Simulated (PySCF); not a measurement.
# C₆ coefficients of unlike pairs at PBE0

Calculated with PySCF 2.14 from the dipole response of each species, C₆(A,B) = (3/π) ∫ α_A(iu) α_B(iu) du, in atomic units, from isotropic polarisabilities. For ions this is the dispersion term alone; charge-induced terms of lower order in 1/R come first.

```tsv
species	configuration	basis	relativity	α (bohr³)	C₆ (like pair)
Cl⁺	[Ne] 3s2 3p4 (3P)	x2c-QZVPPall with one added diffuse shell each of s, p, d, f type (10s7p5d3f1g)	spin-free X2C	8.671	40.97
Fe⁺	[Ar] 3d6 4s1 (6D)	dyall-av2z (16s12p7d2f)	none	27.65	137.8
Co	[Ar] 3d7 4s2 (4F)	aug-cc-pwCVTZ-DK (10s9p7d4f3g)	spin-free X2C	55.94	475.6
Te⁺	[Kr] 4d10 5s2 5p3 (4S)	aug-cc-pVTZ-PP with ECP28MDF (6s5p4d2f)	core potential	22.24	182.9
```

Estimate C₆ for Te⁺ with Co.

The integral gives 274.1. The combination rule 2 C_A C_B / (C_A α_B/α_A + C_B α_A/α_B) gives 268.0 and the geometric mean 294.9.

No spin-orbit coupling is included.

The other pairs:

```tsv
pair	C₆
Te⁺, Fe⁺	152.5
Fe⁺, Cl⁺	68.40
Te⁺, Cl⁺	85.26
Co, Cl⁺	120.5
Co, Fe⁺	254.5
```
